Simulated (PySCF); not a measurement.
**C₆ coefficients of unlike pairs at UHF**

Calculated with PySCF 2.14 from the dipole response of each species, C₆(A,B) = (3/π) ∫ α_A(iu) α_B(iu) du, in atomic units, from isotropic polarisabilities. For ions this is the dispersion term alone; charge-induced terms of lower order in 1/R come first.

```tsv
species	configuration	basis	relativity	α (bohr³)	C₆ (like pair)
Rb⁺	[Kr] (1S)	aug-cc-pVTZ-X2C (8s7p5d2f)	spin-free X2C	8.864	51.18
S³⁺	[Ne] 3s2 3p1 (2P)	dyall-acv3z (19s12p6d4f)	spin-free X2C	5.536	14.98
Ni²⁺	[Ar] 3d8 (3F)	aug-cc-pVTZ-DK (8s7p5d3f2g)	spin-free X2C	2.665	7.347
Al	[Ne] 3s2 3p1 (2P)	dyall-acv3z (19s12p6d4f)	none	61.24	554.5
```

**Question.** Estimate C₆ for S³⁺ with Rb⁺.

**Answer.** The integral gives 27.44. The combination rule 2 C_A C_B / (C_A α_B/α_A + C_B α_A/α_B) gives 27.40 and the geometric mean 27.69.

No spin-orbit coupling is included.

The other pairs:

```json
{"pair": "Al, Rb⁺", "C₆": "134.6"}
{"pair": "Ni²⁺, S³⁺", "C₆": "9.668"}
{"pair": "Ni²⁺, Rb⁺", "C₆": "18.41"}
{"pair": "Al, Ni²⁺", "C₆": "43.11"}
{"pair": "Al, S³⁺", "C₆": "78.41"}
```
